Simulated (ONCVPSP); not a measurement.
# Building the ONCV potential for palladium (PBE, scalar-relativistic).

```json
{
  "Element": "palladium",
  "Generator": "ONCVPSP 4.0.1",
  "Type": "optimised norm-conserving Vanderbilt (ONCV)",
  "Functional": "PBE",
  "Relativity": "scalar-relativistic",
  "Frozen core": "[Ar] 3d10",
  "Valence charge": "18",
  "Reference configuration": "4s2 4p6 4d9 (charge +1)",
  "Partial waves": "4s: rc 1.00 bohr, ncon 5, nbas 8, qcut 5.3 1/bohr, 2 projectors, debl 2.8 Ha; 4p: rc 1.10 bohr, ncon 4, nbas 7, qcut 8.1 1/bohr, 2 projectors, debl 3.5 Ha; 4d: rc 1.95 bohr, ncon 4, nbas 9, qcut 9.6 1/bohr, 2 projectors, debl 4 Ha",
  "Local potential": "polynomial inside 0.95 bohr (lpopt 4, dvloc0 0 Ha)",
  "Core correction": "Teter function, fcfact 2.5, rcfact 1.7"
}
```

In the s channel the program set the typed energies aside and used -3.553, 0.250 Ha.

Results:

| Item | Value |
| --- | --- |
| Cutoffs needed | 150 Ha and 173 Ha (the cutoffs (Ha) at which the residual kinetic energy of the hardest occupied pseudo-wave falls to 1 and 0.1 mHa per electron) |
| Ghost test | no bound ghost flagged; GHOST(+) flagged for s at 336.6 eV |
| Largest excitation error | -64 meV (all-electron minus pseudo) for 4s2 4p5 4d10, out of 4 test configurations |
| rms error of d²Exc/dni dnj | 2.57 mHa without and 2.38 mHa with the model core |

Generation and tests took about 2.9 s on one core of a shared server CPU.
